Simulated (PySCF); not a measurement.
Which level of theory gave which numbers?

[CuCl2]- (charge -1 and singlet state).
Cartesian coordinates in Å at the PBE0-D3(BJ)/def2-SVP level; atoms count from 1:
```
atom  x, y, z in Å
Cu1    0.0006    0.0003    0.0000
Cl2   -0.0178   -0.0222    2.1467
Cl3    0.0172    0.0219   -2.1467
```

The closed-shell ground state was solved 3 times with PySCF (density fitting, gas phase), always in the pcSseg-1 (pcSseg-2 on Cu) basis (121 functions), with these functionals: B3LYP, PBE and PBE0. The geometry's basis has no diffuse functions, a weakness for an anion. No diffuse functions stand in pcSseg-1 (pcSseg-2 on Cu), which bears on an anion's orbital energies.

```csv
row,total energy (Eh),HOMO (eV),LUMO (eV)
P,-2560.5883,-2.00,4.94
Q,-2561.2257,-1.68,4.67
R,-2560.5277,-0.14,4.08
```

Question: Which functional belongs to which row?

Answer: P = PBE0, Q = B3LYP, R = PBE. By rising HOMO–LUMO gap: PBE (GGA) 4.22 eV; B3LYP (global hybrid, 20 % exact exchange) 6.35 eV; PBE0 (global hybrid, 25 % exact exchange) 6.94 eV. Total energies of different functionals aren't bounds to one another; each is stationary for its own functional.
